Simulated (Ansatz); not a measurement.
`C=C[CH2][Ga]([F])[F]` + `O[SiH3]` → `[F][Ga]([F])[O][SiH3]` + `C=CC` at 600 K and 1 bar (ligand exchange at a Ga–C bond).

Isolated molecules relaxed with PBE0-D4/def2-TZVP in Ansatz; ΔE leaves out vibrations. CBS: MP2 limit from def2 TZ/QZ plus the TZ coupled-cluster correction, frozen cores. For Ga outer-core shells are correlated without core-valence functions, which leaves a few kJ/mol of doubt a bond. Scalar relativity is left out up to krypton. Each species was taken in one conformer, which may not be the lowest.

| species | CCSD(T)/CBS energy (Eh) | H − E (kJ/mol) | S (J/(mol·K)) |
| --- | --- | --- | --- |
| `C=C[CH2][Ga]([F])[F]` | -2240.76513 | 261.9 | 483.5 |
| `O[SiH3]` | -366.69042 | 135.7 | 307.9 |
| `[F][Ga]([F])[O][SiH3]` | -2489.72997 | 149.4 | 474.8 |
| `C=CC` | -117.74610 | 248.6 | 323.1 |

H − E and S are ideal-gas, rigid-rotor, harmonic terms from PBE0-D4/def2-TZVP, for one conformer and one mirror image of each species. 1 Eh = 2625.50 kJ/mol, R = 8.31446 J/(mol·K).

Task: By hand: ΔE, ΔH, ΔS and ΔG.

Result: ΔE = (-2489.72997) + (-117.74610) − (-2240.76513) − (-366.69042) = -0.02052 Eh = -53.9 kJ/mol. Δ(H − E) = 149.4 + 248.6 − 261.9 − 135.7 = 0.4, so ΔH = -53.5 kJ/mol. ΔS = 474.8 + 323.1 − 483.5 − 307.9 = 6.5 J/(mol·K). ΔG = -53.5 − 600 × (6.5)/1000 = -57.4 kJ/mol.

Task: By hand: the equilibrium constant, and the temperature at which ΔG would vanish if ΔH and ΔS stayed fixed.

Result: log₁₀ K = −ΔG/(RT ln 10) = 5.0. ΔH and −TΔS have one sign here, so there is no such temperature.

The number of gas molecules stays the same, so ΔS is small and ΔH decides. A doubt of 5 kJ/mol in ΔE shifts log₁₀ K by 0.4 here. Other conformers and mirror images would add mixing entropy, several J/(mol·K) or more a flexible species. Modes under 60 cm⁻¹, often nearly free rotors, make the harmonic entropy too high. These are equilibria of isolated gas molecules and say nothing of rates. Largest T1 diagnostic: 0.014 (customary marks: 0.02 for closed shells, 0.045 for open ones).

ΔS is within the doubt of such terms, so its sign, and with it that verdict, could turn.
